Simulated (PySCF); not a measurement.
**What PySCF settings do for He**

Base input, run as `OMP_NUM_THREADS=1 python input.py` with PySCF 2.14:

```python
from pyscf import gto, scf, cc

mol = gto.M(
    atom='He 0 0 0',
    basis='6-311g**',
    charge=0,
    spin=0,
    verbose=4,
)
mf = scf.RHF(mol)
mf.kernel()
mycc = cc.CCSD(mf)
mycc.kernel()
e = mycc.eaccsd(nroots=5)[0]
print('roots (eV) =', (e*27.211386).round(3))
mf.dip_moment()
print('orbital energies (hartree):', mf.mo_energy[..., max(0, mol.nelec[1]-3):mol.nelec[0]+3].round(4))
```

Base result: E(SCF) = -2.859895 Eh, 4 cycles, E(CCSD) − E(SCF) = -0.03068 Eh, attachment roots 22.376, 40.124, 40.124, 40.124, 52.780 eV. Positive EA roots mean that the added electron is unbound.

Run time: 0.38 s on 1 thread of AMD EPYC 9R45 96-Core (shared host), peak memory 0.11 GiB.

Each row names what differs from the base; energies in brackets are changes from the base.

| change | result |
| --- | --- |
| damping: none → 0.8 [positive roots are unbound] | E(SCF) = -2.859895 Eh (+0.0000 eV), 10 cycles, E(CCSD) − E(SCF) = -0.03068 Eh, attachment roots 22.376, 40.124, 40.124, 40.124, 52.780 eV |
| step after the SCF: eomea → tda; number of roots: 5 → 6 | E(SCF) = -2.859895 Eh (+0.0000 eV), 4 cycles, first singlet excitations without spin–orbit coupling 37.54, 51.46, 51.46, 51.46, 176.51 eV |
| spin (2S): 0 → 2; SCF type: RHF → UHF | stops with ValueError (range() arg 3 must not be zero) after the SCF |
| step after the SCF: eomea → stability | E(SCF) = -2.859895 Eh (+0.0000 eV), 4 cycles, internal stable; real -> complex stable; RHF/RKS -> UHF/UKS stable |
| basis set: 6-311g** → x2c-svpall; spin-free X2C: off → on [positive roots are unbound] | E(SCF) = -2.855253 Eh, 3 cycles, E(CCSD) − E(SCF) = -0.03177 Eh, attachment roots 37.332, 53.272, 53.272, 53.272, 83.137 eV |
| charge: 0 → 1; spin (2S): 0 → 1; SCF type: RHF → UHF | stops with ValueError (range() arg 3 must not be zero) after the SCF |
| number of roots: 5 → 2 [positive roots are unbound] | E(SCF) = -2.859895 Eh (+0.0000 eV), 4 cycles, E(CCSD) − E(SCF) = -0.03068 Eh, attachment roots 22.376, 40.124 eV |
| step after the SCF: eomea → tdhf | E(SCF) = -2.859895 Eh (+0.0000 eV), 4 cycles, first singlet excitations without spin–orbit coupling 37.28, 51.33, 51.33, 51.33, 176.36 eV |
| basis set: 6-311g** → sto-3g | stops with IndexError (list index out of range) after the SCF |
| step after the SCF: eomea → fci | E(SCF) = -2.859895 Eh (+0.0000 eV), 4 cycles, E(FCI) − E(SCF) = -0.03068 Eh |
| electric field along z (a.u.): none → 0.2 [unsound on purpose] [positive roots are unbound] | E(SCF) = -2.872613 Eh (-0.3461 eV), 4 cycles, E(CCSD) − E(SCF) = -0.03066 Eh, attachment roots 22.182, 40.079, 40.079, 40.389, 52.570 eV |
| electric field along z (a.u.): none → -0.01 [positive roots are unbound] | E(SCF) = -2.859927 Eh (-0.0009 eV), 4 cycles, E(CCSD) − E(SCF) = -0.03068 Eh, attachment roots 22.376, 40.124, 40.124, 40.125, 52.779 eV |
| frozen orbitals: 0 → 1 [unsound on purpose] | stops with AssertionError after the SCF |
| basis set: 6-311g** → cc-pvtz [positive roots are unbound] | E(SCF) = -2.861153 Eh (-0.0342 eV), 4 cycles, E(CCSD) − E(SCF) = -0.03908 Eh, attachment roots 17.117, 39.725, 39.725, 39.725, 43.786 eV |
